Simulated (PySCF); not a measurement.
C6H9O2 (doublet state).
Cartesian coordinates in Å at the GFN2-xTB level; atoms count from 1:
```
atom  x, y, z in Å
C1    -0.9437   -1.7572   -0.3683
C2    -0.8229   -0.5278    0.0939
C3    -1.6859    0.7001    0.0268
C4    -0.4583    1.5430    0.4131
C5     0.3522    0.2414    0.6832
C6     1.6595    0.0997    0.0055
O7     2.6947   -0.4377    0.7310
O8     1.7266   -0.1782   -1.3445
H9    -1.8485   -2.0951   -0.8469
H10   -0.1544   -2.4825   -0.2581
H11   -2.4765    0.7074    0.7764
H12   -2.1306    0.9123   -0.9454
H13   -0.5808    2.1937    1.2745
H14   -0.0530    2.1188   -0.4163
H15    0.5072    0.0531    1.7458
H16    3.3681   -0.7303    0.1054
H17    0.8392   -0.3488   -1.6860
```

The hyperfine couplings belong to this conformer and change with its torsions.

The species is `O[C](O)[C@H]1CCC1=C` [radical].

Level of theory: UKS B3LYP, pcH-1 on C H O, non-relativistic, mean-field spin-orbit, GIAO (PySCF 2.14.0). One conformer (not necessarily the lowest) at the GFN2-xTB geometry, without solvent, vibrations or thermal averaging. A GFN2-xTB geometry isn't a minimum of the functional, and hyperfine couplings can be far from their values at a DFT geometry. Stability of the SCF solution: not tested.

Task: Predict the first-order ENDOR lines of H16/H17, H14, H13, H10, H9, H11, H12 and H15 under fast tumbling at B = 345.2 mT (X band).

Result: ν± = |νn ± a/2|, one line for each electron-spin manifold; νn = |g_N| × 7.62259 MHz/T × B.

```
 nuclei  isotope     g_N  νn (MHz)  a_iso (MHz)  lower line (MHz)  upper line (MHz)
H16/H17       1H  5.5857     14.70         6.50             11.45             17.95
    H14       1H  5.5857     14.70        -3.07             13.16             16.23
    H13       1H  5.5857     14.70        -2.50             13.45             15.95
    H10       1H  5.5857     14.70         2.29             13.55             15.84
     H9       1H  5.5857     14.70         2.16             13.62             15.78
    H11       1H  5.5857     14.70         1.90             13.75             15.65
    H12       1H  5.5857     14.70         1.69             13.85             15.54
    H15       1H  5.5857     14.70         0.71             14.34             15.05
```

Task: Which pairs are centred on the nuclear Larmor frequency, and which on half the coupling?

Result: Centred on νn, since |a| < 2νn: H16/H17, H14, H13, H10, H9, H11, H12 and H15. No pair has |a| > 2νn.

Class means assume fast exchange of nuclei equivalent by connectivity; if that motion is slow, each nucleus keeps its own coupling. The 1H value of +6.5 MHz is a mean of couplings from -10.9 to 23.9 MHz in this one geometry, not an average over conformers.

Hardware: an Arm Neoverse V2 with one thread (shared host). Cost: 87 s wall (with the writing of density and orbital grids), 0.97 GiB resident at most.
